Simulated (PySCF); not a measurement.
hexanethiol (C6H14S), SMILES CCCCCCS.

The structure is a stationary point at B3LYP-D3(BJ)/def2-SVP. Other conformers were not sampled.

Calculation: M06-2X/def2-SVP (PySCF).

Symmetry labels are those of the subgroup Cs that the program uses (full group Cs).

Computed valence orbital energies around the gap with their symmetry:
```
orbital  symmetry  energy (eV)
-------  --------  -----------
HOMO−7         A"       -11.58
HOMO−6         A'       -11.33
HOMO−5         A"       -10.67
HOMO−4         A'       -10.60
HOMO−3         A"       -10.36
HOMO−2         A'       -10.35
HOMO−1         A'       -10.04
HOMO           A"        -7.74
LUMO           A'         1.90
LUMO+1         A'         2.51
LUMO+2         A'         2.88
LUMO+3         A"         3.22
```
